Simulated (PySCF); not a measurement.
Two-dimensional NMR puzzle

Compound of formula C5H10O2. Correlations simulated from computed shifts and the bond graph:

HSQC (one-bond C–H):
```
  δH    δC
5.05  69.8
2.07  24.0
1.26  23.5
```

COSY cross peaks (H two or three bonds apart, from the bond graph; peaks can be absent where the dihedral angle is near 90°):
```
  δH    δH
5.05  1.26
```

HMBC (two and three bonds, from the bond graph):
```
  δH           δC
5.05  175.8, 23.5
2.07        175.8
1.26   69.8, 23.5
```

Carbons without hydrogens: δ 175.8.

[PySCF: σ from GIAO-PBE0/pcSseg-1; geometry: GFN2-xTB; no relativistic terms; isolated molecule; a single conformation; averaged over atoms made equivalent by symmetry, fast rotation or ring inversion]

Chemical shifts δ = σref − σ; ¹H (σ = 31.72 ppm) and ¹³C (σ = 186.93 ppm) against TMS, all at this level.

Exchangeable hydrogens are left out of these lists.

**Question.** Which molecule is this?

**Answer.** `CC(=O)OC(C)C`.

Mapped SMILES: `[CH3:1][C:2](=[O:3])[O:4][CH:5]([CH3:6])[CH3:7]`; H(Xn) means a hydrogen on atom n.

1. δC 175.8 is C2, an ester carbonyl carbon.
2. δC 69.8 is C5, an sp3 CH bonded to O (δH 5.05).
3. δC 24.0 is C1, a methyl carbon α to a carbonyl (δH 2.07).
4. δC 23.5 is C6/C7, a methyl carbon (δH 1.26).
5. HMBC from δH 5.05 reaches the proton-free carbon C2.
6. HMBC from δH 2.07 reaches the proton-free carbon C2.
7. COSY links 5.05–1.26.

The data come from this structure; uniqueness wasn't tested.

Shifts are as computed. Against solution values, carbons near 30 ppm lie about +3 ppm off and those near 130 ppm about +5 ppm. Of 1211 compounds with measured shifts, 218 miss one by over three times the rms of a fit or turn the order of signals round; such compounds aren't used in these exercises.
